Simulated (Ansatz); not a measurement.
Relaxation of C₂H₉ClOSi₂ (15 atoms, charge 0, multiplicity 1), to a largest force component of 0.02 eV/Å in at most 50 steps.

The calculation used RKS PBE-D4/6-31G* in Ansatz 0.2.0.

```xyz
15
Properties=species:S:1:pos:R:3
O -1.274 -1.614 1.543
Si -0.816 -0.467 0.385
C 0.951 -0.740 -0.024
Si 1.464 0.255 -1.517
C -1.222 1.277 0.846
Cl -0.173 1.829 2.196
H -1.298 -2.500 1.267
H -1.567 -0.795 -0.824
H 1.170 -1.788 -0.151
H 1.617 -0.447 0.858
H 1.108 1.688 -1.280
H 2.846 0.092 -1.833
H 0.547 -0.189 -2.697
H -2.286 1.379 1.223
H -1.087 1.968 0.039
```

**Question.** Where does it end, and by what steps?

**Answer.** The run converged. After 10 steps the energy has fallen by 0.447 eV; H7 moved furthest, 0.32 Å.

```tsv
step	energy less start (eV)	largest force component (eV/Å)	accepted
0	0.0000	3.160	yes
1	-0.3909	0.765	yes
2	-0.4334	0.237	yes
3	-0.4381	0.097	yes
4	-0.4405	0.119	yes
5	-0.4441	0.025	yes
6	-0.4157	1.524	no
7	-0.4456	0.042	yes
8	-0.4461	0.155	yes
9	-0.4465	0.056	yes
10	-0.4467	0.010	yes
```

```xyz
15
Properties=species:S:1:pos:R:3
O -1.436 -1.505 1.618
Si -0.907 -0.556 0.334
C 0.916 -0.774 -0.073
Si 1.490 0.300 -1.525
C -1.254 1.229 0.876
Cl -0.012 1.820 2.062
H -1.191 -2.447 1.562
H -1.729 -0.814 -0.905
H 1.135 -1.830 -0.319
H 1.505 -0.509 0.824
H 1.161 1.744 -1.281
H 2.972 0.183 -1.736
H 0.804 -0.125 -2.791
H -2.237 1.311 1.366
H -1.239 1.922 0.018
```

Run time: 29 s on 2 threads of Intel(R) Xeon(R) Platinum 8488C (Sapphire Rapids), with other jobs on the host, peak memory 0.2 GiB.
